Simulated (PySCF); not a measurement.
First SCF of a structure search on doublet TcOI2, at a hand-made T-shaped (ligand arrangement 2) geometry. PySCF input:

```python
from pyscf import gto, scf, dft
mol = gto.M(atom='''
Tc     0.000000     0.000000     0.000000
O      0.000000     0.000000     1.770000
I      2.608400     0.000000     0.091100
I     -2.608400     0.000000     0.091100''',
    basis={'Tc': 'def2-SVP', 'O': 'def2-SVP', 'I': 'def2-SVP'},
    ecp={'Tc': 'def2-SVP', 'I': 'def2-SVP'},
    charge=0, spin=1)
mf = dft.UKS(mol, xc='PBE')
mf.grids.atom_grid = (50, 194)
aux = {'Tc': 'def2-universal-JKFIT', 'O': 'def2-universal-JKFIT', 'I': 'def2-universal-JKFIT'}
mf = mf.density_fit(auxbasis=aux)
mf.conv_tol = 1e-08
mf.diis_space = 10
mf.max_cycle = 60
mf.init_guess = 'huckel'
mf.verbose = 4
mf.kernel()
```

Excerpt of the output (cycles alone):

```
init E= -749.385241514349
cycle= 1 E= -732.043123893862  delta_E= 17.3  |g|= 4.63  |ddm|= 6.93
cycle= 2 E= -676.194455130552  delta_E= 55.8  |g|= 6.66  |ddm|= 14.9
cycle= 3 E= -749.575762518387  delta_E= -73.4  |g|= 1.87  |ddm|= 13.1
cycle= 4 E= -744.590196164359  delta_E= 4.99  |g|=  2.7  |ddm|= 3.29
cycle= 5 E= -750.494933339926  delta_E= -5.9  |g|=  1.1  |ddm|= 3.05
cycle= 6 E= -750.614866637704  delta_E= -0.12  |g|= 0.998  |ddm|= 2.74
cycle= 7 E= -751.007740175614  delta_E= -0.393  |g|= 0.777  |ddm|= 2.32
cycle= 8 E= -751.15863665806  delta_E= -0.151  |g|= 0.61  |ddm|= 1.37
cycle= 9 E= -750.952732496592  delta_E= 0.206  |g|= 0.79  |ddm|= 1.41
cycle= 10 E= -751.158964800648  delta_E= -0.206  |g|= 0.599  |ddm|= 1.39
cycle= 11 E= -751.165115979936  delta_E= -0.00615  |g|= 0.585  |ddm|= 0.0312
cycle= 12 E= -751.266304183229  delta_E= -0.101  |g|= 0.35  |ddm|= 0.275
cycle= 13 E= -751.315022277184  delta_E= -0.0487  |g|= 0.159  |ddm|= 0.309
cycle= 14 E= -751.322160208206  delta_E= -0.00714  |g|= 0.118  |ddm|= 0.152
cycle= 15 E= -751.326317638375  delta_E= -0.00416  |g|= 0.0459  |ddm|= 0.117
cycle= 16 E= -751.32784091608  delta_E= -0.00152  |g|= 0.0123  |ddm|= 0.0779
cycle= 17 E= -751.327913530617  delta_E= -7.26e-05  |g|= 0.0019  |ddm|= 0.0182
cycle= 18 E= -751.327916144041  delta_E= -2.61e-06  |g|= 0.000857  |ddm|= 0.00437
cycle= 19 E= -751.327917084182  delta_E= -9.4e-07  |g|= 0.000627  |ddm|= 0.00358
cycle= 20 E= -751.327917525422  delta_E= -4.41e-07  |g|= 0.000235  |ddm|= 0.00254
cycle= 21 E= -751.327917576162  delta_E= -5.07e-08  |g|= 0.000175  |ddm|= 0.00136
cycle= 22 E= -751.327917597135  delta_E= -2.1e-08  |g|= 0.000128  |ddm|= 0.00104
cycle= 23 E= -751.327917618413  delta_E= -2.13e-08  |g|= 2.09e-05  |ddm|= 0.000543
cycle= 24 E= -751.327917618905  delta_E= -4.92e-10  |g|= 7.56e-06  |ddm|= 8.96e-05
Extra cycle  E= -751.327917617765  delta_E= 1.14e-09  |g|= 5.21e-05  |ddm|= 5.37e-05
converged SCF energy = -751.327917617765  <S^2> = 1.7615535  2S+1 = 2.8365849
```

This is not the lowest solution: another start and a stability analysis within the same unrestricted form found one 16.4 kJ/mol lower, at -751.33416 Eh.

With open d or f shells other occupations or spin states may lie lower. No spin–orbit coupling is included, which matters more the heavier the element.

The search for the lowest solution, 3 starts and the stability check together, took 61 s on 2 threads of a shared Arm Neoverse V1 host, with 97 basis functions.
